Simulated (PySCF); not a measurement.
CuI, SMILES [Cu][I], multiplicity 1. The structure is a stationary point at PBE0-D3(BJ)/def2-TZVP. The multiplicity is an assumed one; other spin states were not compared. The def2 effective core potentials stand for the cores of I; spin–orbit coupling is left out.

These are PySCF with PBE0-D3(BJ)/def2-TZVP values and carry that method's errors.

Harmonic wavenumbers (cm⁻¹): 254. Rotational constants (GHz): 2.114 (linear); symmetry number 1.

Work out the zero-point energy and the ideal-gas rigid-rotor harmonic-oscillator thermochemistry at 298.15 K and 1 atm.

ZPE = ½ Σ hcν = ½ × 254 cm⁻¹ = 1.52 kJ/mol. H − E(el) = 11.46 kJ/mol. Entropy in J/(mol K): translation 174.21, rotation 74.71, vibration 7.14, total 256.06. G − E(el) = -64.89 kJ/mol. Cp = 36.45 J/(mol K).
